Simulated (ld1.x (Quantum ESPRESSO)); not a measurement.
**Transferability test, TM potential for copper**

copper (Cu), norm-conserving Troullier–Martins (Kleinman–Bylander form), made with ld1.x (Quantum ESPRESSO) 7.5 (PW91, fully relativistic). Core [Ne], reference 3s2 3p6 3d10 4s1 4p0. Waves: 3s (bound): rc 0.75 bohr; 3p (bound): rc 0.90 bohr; 3d (bound): rc 1.20 bohr. Local part: all-electron potential smoothed inside 1.15 bohr (lloc = -1). Core correction: none.

Open shells are filled in proportion to 2j + 1 (rel_dist='average').

Occupied shells without a wave of their own: 4s. They enter only through the test configuration that unscreens the potential.

Energies are relative to the spin-unpolarised reference configuration 3s2 3p6 3d10 4s1 4p0; without spin polarisation the order of configurations can differ from experiment.

| valence configuration | charge | ΔE all-electron (eV) | error AE − PS (meV) |
| --- | --- | --- | --- |
| 3s2 3p6 3d10 4s0 4p0 | +1 | 8.203 | +334 |
| 3s2 3p6 3d9 4s0 4p0 | +2 | 29.637 | +528 |
| 3s2 3p6 3d9 4s1 4p0 | +1 | 11.670 | +1.3 |
| 3s2 3p6 3d10 4s0.5 4p0 | +0.5 | 3.189 | +143 |
| 3s2 3p6 3d7 4s0 4p0 | +4 | 128.606 | +1007 |

(1) What are ΔE and the potential's error for 3s2 3p6 3d9 4s2 4p0?

(2) What are ΔE and the potential's error for 3s2 3p6 3d8 4s0 4p0?

Levels in the configuration 3s2 3p6 3d9 4s1 4p0:

| level | all-electron (eV) | pseudo (eV) |
| --- | --- | --- |
| 3s j=1/2 | -129.377 | -129.422 |
| 3p j=1/2 | -88.522 | -88.563 |
| 3p j=3/2 | -85.910 | -85.953 |
| 3d j=3/2 | -19.137 | -19.142 |
| 3d j=5/2 | -18.840 | -18.846 |
| 4s j=1/2 | -13.664 | -13.245 |

Note: ghost state, extra bound levels that the all-electron valence spectrum of the same l lacks: s at -14014.6 eV. A true bound ghost makes a file unfit for plane-wave use.

Answers

(1) ΔE = 1.991 eV all-electron; the error (AE − PS) is -321 meV.

(2) ΔE = 68.771 eV all-electron; the error (AE − PS) is +744 meV.

ld1.x printed “convergence not achieved” for 7 of the counted tests; their residual had stalled under 1e-8, short of the target of 1e-14. The 4s level has no wave, so the channel is fitted at the deeper level alone: the likely source of the large errors.
